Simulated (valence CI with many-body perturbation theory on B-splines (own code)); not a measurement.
## Re59+: fill in the table

Calculated by relativistic CI+MBPT: six valence electrons over a frozen Dirac-Fock core [Ne], a basis of 9 s, 9 p, 8 d, 6 f, 3 g, 1 h functions for each j, with the one-electron correlation potential Σ1, the two-electron term Σ2, the three-electron term Σ3, Breit, model QED; selected CI, second order for the rest, scaled by the run's own slope (own B-spline code, finite nucleus).

The last digits are not significant, and no measured levels were compared; by estimate large intervals hold to a few tenths of a per cent, small ones and those within an open d or f shell to about a per cent. Among the levels kept, up to 960 cm⁻¹ of a level comes from second order outside the variational space, and about a tenth of that is noise between levels of different J, which matters for small intervals.

```tsv
Level	E (Ry)
(3s^2 3p1/2^2 3p3/2^2) J=2	0.000
(3s^2 3p1/2^2 3p3/2^2) J=0	1.479
(3s^2 3p1/2^2 3p3/2 3d3/2) J=2	?
(3s^2 3p1/2^2 3p3/2 3d3/2) J=1	?
(3s^2 3p1/2^2 3p3/2 3d3/2) J=0	18.214
(3s^2 3p1/2^2 3p3/2 3d3/2) J=3	18.232
(3s^2 3p1/2^2 3p3/2 3d5/2) J=4	24.146
(3s^2 3p1/2^2 3p3/2 3d5/2) J=2	?
(3s^2 3p1/2^2 3p3/2 3d5/2) J=3	26.065
(3s^2 3p1/2^2 3p3/2 3d5/2) J=1	26.913
(3s^2 3p1/2 3p3/2^3) J=1	27.227
(3s^2 3p1/2 3p3/2^3) J=2	27.941
(3s^2 3p1/2^2 3d3/2^2) J=2	35.860
(3s^2 3p1/2^2 3d3/2^2) J=0	37.679
(3s 3p1/2^2 3p3/2^3) J=2	?
(3s 3p1/2^2 3p3/2^3) J=1	?
(3s^2 3p1/2^2 3d3/2 3d5/2) J=3	?
(3s^2 3p1/2^2 3d3/2 3d5/2) J=2	43.596
(3s^2 3p1/2^2 3d3/2 3d5/2) J=1	43.956
(3s^2 3p1/2^2 3d3/2 3d5/2) J=4	43.973
```

Levels are named by their leading jj configuration (3d3/2^4 stands for four electrons in 3d with j = 3/2), which in mixed levels can hold well under half, so a name can repeat and another be missing.

The levels stand in rising order. What does the calculation give for the missing energies?

(3s^2 3p1/2^2 3p3/2 3d3/2) J=2 17.556; (3s^2 3p1/2^2 3p3/2 3d3/2) J=1 18.195; (3s^2 3p1/2^2 3p3/2 3d5/2) J=2 24.652; (3s 3p1/2^2 3p3/2^3) J=2 41.037; (3s 3p1/2^2 3p3/2^3) J=1 42.577; (3s^2 3p1/2^2 3d3/2 3d5/2) J=3 42.765.
